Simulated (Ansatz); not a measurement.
Frontier orbitals of `C=[CH][In]([F])[Cl]`.

Cartesian coordinates in Å:
```
C 0.4589 1.2896 0.7107
C 0.1926 -0.0082 0.8080
In -0.4535 -1.0826 -0.8807
F -0.6317 -0.0832 -2.5447
Cl -1.0246 -3.2955 -1.2035
H 0.7944 1.8626 1.5727
H 0.3584 1.8416 -0.2188
H 0.3056 -0.5242 1.7563
```

The species carries charge 0 and has multiplicity 1. Correlated methods include outer-core shells of In, which these sets cover unevenly. In takes the def2 core potential. All single points use the PBE0-D4/def2-TZVP geometry. It is one conformer, not always the lowest. Basis def2-TZVPP, Ansatz 0.2.0.

```json
{"functional": "PBE", "HOMO (eV)": "-7.36", "LUMO (eV)": "-2.70", "gap (eV)": "4.66"}
{"functional": "PBE0", "HOMO (eV)": "-8.72", "LUMO (eV)": "-1.87", "gap (eV)": "6.85"}
{"functional": "HSE06 (plane-wave form)", "HOMO (eV)": "-8.32", "LUMO (eV)": "-2.24", "gap (eV)": "6.08"}
{"functional": "ωB97M-V", "HOMO (eV)": "-10.91", "LUMO (eV)": "-0.13", "gap (eV)": "10.78"}
```

Against PBE, PBE0 changes HOMO and LUMO by −1.35 and +0.82 eV, ωB97M-V by −3.54 and +2.57 eV. A gap of 4.67 eV thus becomes 10.78 eV for the same molecule, so an orbital gap means little without its functional.
